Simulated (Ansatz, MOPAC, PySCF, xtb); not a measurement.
Donor–acceptor adduct: GaH2I (SMILES [GaH2][I]) (first 4 atoms) with H2O (SMILES O); geometry from B3LYP-D3(BJ)/def2-TZVP, rigid monomers moved along the line of their centres of mass till Ga1···O5 is 3.74 Å.
(charge 0, multiplicity 1):
```tsv
atom	x (Å)	y (Å)	z (Å)
Ga	-0.0273	-1.2065	1.5089
I	-0.1618	1.0681	0.2849
H	1.3965	-1.8371	1.4839
H	-1.4106	-1.9196	1.6619
O	0.0468	-0.4677	5.1785
H	0.2112	0.4611	4.9466
H	-0.8247	-0.4937	5.5960
```

```json
[
 {"level": "AM1", "interaction energy (kcal/mol)": "-2.05", "cost": "-"},
 {"level": "PM3", "interaction energy (kcal/mol)": "-7.44", "cost": "-"},
 {"level": "PM7", "interaction energy (kcal/mol)": "-2.23", "cost": "-"},
 {"level": "GFN1-xTB", "interaction energy (kcal/mol)": "-4.47", "cost": "-"},
 {"level": "GFN2-xTB", "interaction energy (kcal/mol)": "-6.89", "cost": "-"},
 {"level": "HF/STO-3G (no counterpoise)", "interaction energy (kcal/mol)": "-1.58", "cost": "-"},
 {"level": "HF/3-21G (no counterpoise)", "interaction energy (kcal/mol)": "-7.64", "cost": "-"},
 {"level": "HF/def2-TZVPPD", "interaction energy (kcal/mol)": "-3.06", "cost": "-"},
 {"level": "r2SCAN-D3(BJ)/def2-TZVPPD", "interaction energy (kcal/mol)": "-3.44", "cost": "×1"},
 {"level": "r2SCAN-D4/def2-TZVPPD", "interaction energy (kcal/mol)": "-3.42", "cost": "×1"},
 {"level": "B3LYP/3-21G (no counterpoise)", "interaction energy (kcal/mol)": "-9.42", "cost": "-"},
 {"level": "B3LYP/def2-TZVPPD", "interaction energy (kcal/mol)": "-2.54", "cost": "×1"},
 {"level": "PBE0-D4/def2-TZVPPD", "interaction energy (kcal/mol)": "-3.46", "cost": "×1"},
 {"level": "MP2/def2-SVPD", "interaction energy (kcal/mol)": "-3.33", "cost": "-"},
 {"level": "MP2/CBS(def2-SVPD, def2-TZVPPD)", "interaction energy (kcal/mol)": "-3.38", "cost": "-"},
 {"level": "SCS-MP2/def2-TZVPPD", "interaction energy (kcal/mol)": "-3.21", "cost": "-"},
 {"level": "CCSD/def2-TZVPPD", "interaction energy (kcal/mol)": "-3.23", "cost": "-"},
 {"level": "CCSD(T)/def2-SVPD", "interaction energy (kcal/mol)": "-3.24", "cost": "×3"},
 {"level": "CCSD(T)/def2-TZVPPD", "interaction energy (kcal/mol)": "-3.28", "cost": "×80*"},
 {"level": "CCSD(T)/CBS(def2-SVPD, def2-TZVPPD)", "interaction energy (kcal/mol)": "-3.31", "cost": "×90*"}
]
```

The rows run from -9.42 (B3LYP/3-21G (no counterpoise)) to -1.58 kcal/mol (HF/STO-3G (no counterpoise)). In def2-TZVPPD the value moves HF -3.06, CCSD -3.23, CCSD(T) -3.28, a shift of -0.22 from HF to CCSD(T). From def2-SVPD to def2-TZVPPD CCSD(T) changes by -0.03.

Interaction energies are E(AB) − E(A) − E(B) at the monomers' geometry in the complex; basis-set methods are counterpoise corrected. Rows marked so take none.

Frozen-core correlation. Filled d and f shells under p-block atoms count as core. CBS: X⁻³ extrapolation of the correlation energy, Hartree–Fock from the larger set. Rows in 3-21G, STO-3G carry no dispersion term and start afresh at each structure; the Pople sets are all-electron and without relativity. The state that AM1, PM3, PM7 reach isn't checked; PM7 holds dispersion and hydrogen-bond terms.

Run with Ansatz (a program for electronic structure) with Gaussian orbitals; MOPAC for AM1, PM3, PM7 (differences of heats of formation); PySCF for 3-21G rows, STO-3G rows, the dispersion terms; xtb for the GFN methods. Values without a source in brackets are computed. In def2 rows elements past Kr take small-core potentials, without spin–orbit coupling.

Costs are rough ratios of core time to PBE/def2-TZVPPD (about 6 s over the structures, on one shared machine); a dash marks a level with no comparable run of its own. A star marks coupled-cluster runs past 200 virtual orbitals, where the program's memory plan changes under this machine's limit, so their costs aren't comparable with smaller runs.
